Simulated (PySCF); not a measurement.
**Radial density of Ni (nickel, neutral)**

M06-L, [Ar] 3d8 4s2, high-spin 3F determinant. Computed with PySCF 2.14 in jorge-DZP-DKH (8s6p2d1f, 43 functions), with the spin-free X2C one-electron Hamiltonian (Gaussian nucleus).

```
r (bohr)  4πr²ρ (e/bohr)  4πr²(ρα − ρβ)
0.000858          0.2063         0.0000
 0.00144          0.5362         0.0000
 0.00243           1.305         0.0000
 0.00408           3.108         0.0000
 0.00687           7.043        -0.0001
  0.0116           14.51        -0.0002
  0.0194           25.31        -0.0005
  0.0327           33.60        -0.0008
  0.0550           30.66        -0.0012
  0.0925           27.29         0.0058
   0.156           37.91         0.1064
   0.262           26.93         0.5921
   0.440           16.46         1.7005
   0.740           19.34         2.0497
    1.25           6.523         0.9212
    2.09           1.581         0.1543
    3.52          0.5074        -0.0023
    5.93         0.03470        -0.0048
    9.97       0.0002925        -0.0001
```

Densities and radii are taken from the X2C orbitals without a picture-change correction, which distorts them close to the nucleus.

**Question.** Where is the radial spin density 4πr²(ρα − ρβ) most negative, and why is it negative at all?

**Answer.** Around r = 5.93 bohr, down to -0.0048 e/bohr: exchange with the open shell polarises the paired shells in an unrestricted calculation.
